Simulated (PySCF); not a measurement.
C3H5ClGeO, SMILES C=[C](Cl)[GeH2][CH]=O. Atoms are numbered in the order given.

```xyz
11

C     -2.4066    -0.2844    -0.6190
C     -1.3050    -0.0293     0.0909
Cl    -1.3468     1.1295     1.4235
Ge     0.4812    -0.7750    -0.2104
C      1.7399     0.7707    -0.5156
O      2.7788     0.6405    -1.1089
H     -3.3650     0.1971    -0.4032
H     -2.3674    -0.9987    -1.4463
H      0.4678    -1.7012    -1.4393
H      0.9329    -1.5329     1.0529
H      1.4271     1.7681    -0.0980
```

Coordinates come from a B3LYP-D3(BJ)/def2-SVP optimisation. This is a generated structure with no PubChem entry under its InChIKey; it may be hypothetical. The values are those of a single conformer.

Method: PBE/pcSseg-1 run with PySCF.

GIAO shieldings, no solvent; atoms listed in one row are averaged. δ = σ(ref) − σ: ¹³C against TMS (σ = 182.0 ppm); ³⁵Cl against HCl (σ = 936.5 ppm); ⁷³Ge against GeH4 (σ = 1614.4 ppm); ¹⁷O against H2O (σ = 334.3 ppm); ¹H against TMS (σ = 31.49 ppm), references at their B3LYP-D3(BJ)/def2-TZVP geometries, non-relativistic (without spin–orbit terms, shifts of atoms bonded to Cl or Br come out too high).

Computed chemical shifts:
```
nucleus  atoms  count  δ (ppm)
-------  -----  -----  -------
¹³C         C5      1    238.0
¹³C         C2      1    157.3
¹³C         C1      1    135.8
³⁵Cl       Cl3      1    322.8
⁷³Ge       Ge4      1    134.8
¹⁷O         O6      1    899.0
¹H         H11      1    12.65
¹H          H7      1     6.62
¹H          H8      1     6.33
¹H         H10      1     4.99
¹H          H9      1     4.66
```
